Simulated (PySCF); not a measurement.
A structure optimised at PBE-D3(BJ)/def2-SVP, used in a PySCF frequency run:

```xyz
13

C     -0.5852     2.8579     0.0000
C     -0.2959     1.3860     0.0000
C     -1.2222     0.3799     0.0000
Ge    -0.1965    -1.3099     0.0000
Si     1.3890     0.4833     0.0000
H     -0.1340     3.3512     0.8877
H     -0.1340     3.3512    -0.8877
H     -1.6742     3.0704     0.0000
H     -2.3146     0.5651     0.0000
H     -0.3882    -2.1963     1.2623
H     -0.3882    -2.1963    -1.2623
H      2.2470     0.7313    -1.2167
H      2.2470     0.7313     1.2167
```
Charge 0, spin multiplicity 1.

Question: Write its SMILES, formula and point group.

Answer: CC1=[CH][GeH2][SiH2]1, C3H8GeSi, Cs

Question: What are its rotational constants (standard atomic weights)?

Answer: 4.7445, 1.6687, 1.2833 GHz
